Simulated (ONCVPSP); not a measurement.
What one change does to a pseudopotential (Bi, ONCV)

Bi, optimised norm-conserving Vanderbilt (ONCV), made with ONCVPSP 4.0.1 (PBE, fully relativistic). Core [Kr] 4d10 4f14, reference 5s2 5p6 5d10 6s1.5 6p3.5. Waves: 5s+6s: rc 1.30 bohr, ncon 4, nbas 8, qcut 11.5 1/bohr, 2 projectors; 5p+6p: rc 1.35 bohr, ncon 4, nbas 8, qcut 10.6 1/bohr, 2 projectors; 5d: rc 1.85 bohr, ncon 3, nbas 7, qcut 9.8 1/bohr, 1 projector. Local part: polynomial inside 1.15 bohr (lpopt 5, dvloc0 3 Ha). Core correction: polynomial model core, fcfact 0.5.

Open shells are filled in proportion to 2j + 1.

Change: local potential polynomial inside 1.15 bohr (lpopt 5, dvloc0 0.5 Ha).

Cutoffs: the cutoffs (Ha) at which the residual kinetic energy of the hardest occupied pseudo-wave falls to 1 and 0.1 mHa per electron; they do not see the model core or the augmentation charge, which bear on the density cutoff. Errors are all-electron minus pseudo energies relative to the spin-unpolarised reference configuration.

Problem. What does the change do?

Solution. The potential gets neither clearly harder nor softer (44 Ha and 51 Ha → 44 Ha and 51 Ha); the bound ghost in p disappears; of the 4 tests that both files solve, the error grows in 0 and shrinks in 2 by more than 15 % and 0.3 meV (median size 1.1 → 0.4 meV); the range in which the p1/2 phases agree widens (upper end 2.6 → at the end of the scan). In the separable form a ghost depends on how the local part lies against the semilocal potential of the channel, so the choice of the local part can create or remove one.

| quantity | base | changed |
| --- | --- | --- |
| cutoff, loose | 44 Ha | 44 Ha |
| cutoff, tight | 51 Ha | 51 Ha |
| bound ghosts | p1/2 | none |
| GHOST(+) flags under 300 eV | none | none |
| error for 5s2 5p6 5d10 6s2 6p3, meV [ΔE -4.89 eV] | +0.4 | -0.2 |
| error for 5s2 5p6 5d10 6s2 6p2, meV [ΔE 3.17 eV] | +1.8 | +0.4 |
| error for 5s2 5p6 5d10 6s2 6p1, meV [ΔE 18.60 eV] | +3.1 | +0.9 |
| error for 5s2 5p6 5d9 6s2 6p4, meV [ΔE 19.02 eV] | -0.2 | +0.5 |
| s: phases at 1.32 bohr within 0.05 rad from the reference energy up to (Ha; the scan ends near 5) | to the end of the scan | to the end of the scan |
| p3/2: phases at 1.37 bohr within 0.05 rad from the reference energy up to (Ha; the scan ends near 5) | to the end of the scan | to the end of the scan |
| p1/2: phases at 1.37 bohr within 0.05 rad from the reference energy up to (Ha; the scan ends near 5) | 2.6 | to the end of the scan |
| d5/2: phases at 1.88 bohr within 0.05 rad from the reference energy up to (Ha; the scan ends near 5) | 1.6 | 1.5 |
| d3/2: phases at 1.88 bohr within 0.05 rad from the reference energy up to (Ha; the scan ends near 5) | 1.8 | 1.6 |
| rms error of d²Exc/dni dnj with the model core, mHa | 2.90 | 2.90 |

 A true bound ghost makes a file unfit for plane-wave use even where its test errors are small: the radial tests pick states by their node count and pass the ghost by.
